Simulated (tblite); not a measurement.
Species: C6H7O2 (doublet state).
Bonds: C1–C2 (triple), C2–C3, C3–O4 (double), C3–O5, O5–C6, C6–C7, C7–C8. Hydrogens: H9, H10 on C6; H11, H12 on C7; H13, H14, H15 on C8.

Structure optimised with GFN2-xTB, isolated species. This method treats the open shell by occupation alone, without spin polarisation.

(1) What internal coordinates does the optimisation give?

Results:

(1) 
```tsv
bond	length (pm)
C1≡C2	119.8
C2–C3	146.0
C3=O4	120.1
C3–O5	131.8
O5–C6	143.2
C6–C7	152.6
C7–C8	152.3
C6–H9, C6–H10	109.4
C7–H11, C7–H12	109.2
C8–H13, C8–H14, C8–H15	108.7
```

Bonds in one row agree within 1 pm and their mean is given. A selection of angles:
```tsv
angle	degrees
C1–C2–C3	177.7
C2–C3–O4	122.2
C2–C3–O5	110.1
O4–C3–O5	127.7
C3–O5–C6	117.0
O5–C6–C7	111.8
O5–C6–H9	109.3
O5–C6–H10	104.4
C7–C6–H9	110.4
C7–C6–H10	111.0
H9–C6–H10	109.8
C6–C7–C8	110.9
C6–C7–H11	109.1
C8–C7–H11	109.8
H11–C7–H12	108.2
C7–C8–H13	110.6
C7–C8–H15	110.1
H13–C8–H14	108.5
```

Dihedral angles: C2–C3–O5–C6 179° (antiperiplanar); C3–O5–C6–C7 -77° (synclinal); O5–C6–C7–C8 -173° (antiperiplanar). The mirror-image conformer, all signs reversed, is as good.

The 3 C–O bonds span 1.201 Å (C3=O4, drawn double) to 1.432 Å (O5–C6, drawn single), a spread of 0.231 Å. Of the pairs four or more bonds apart, O4···H9 is among the closest relative to their van der Waals radii: 2.53 Å, 93 % of the sum of Bondi's values. C3 (carbon bonded to C and 2 O) is planar (angles 127.7°, 122.2° and 110.1°, sum 360.0°, 0.00 Å off the plane of its three neighbours). The C–C distances run from 1.198 Å (C1≡C2, drawn triple) to 1.526 Å (C6–C7, drawn single), a spread of 0.328 Å.

Point group: C1 (no symmetry element, even within 0.4 Å). Its GFN2-xTB frequencies are all real (lowest 52 cm⁻¹).

These are computed values.
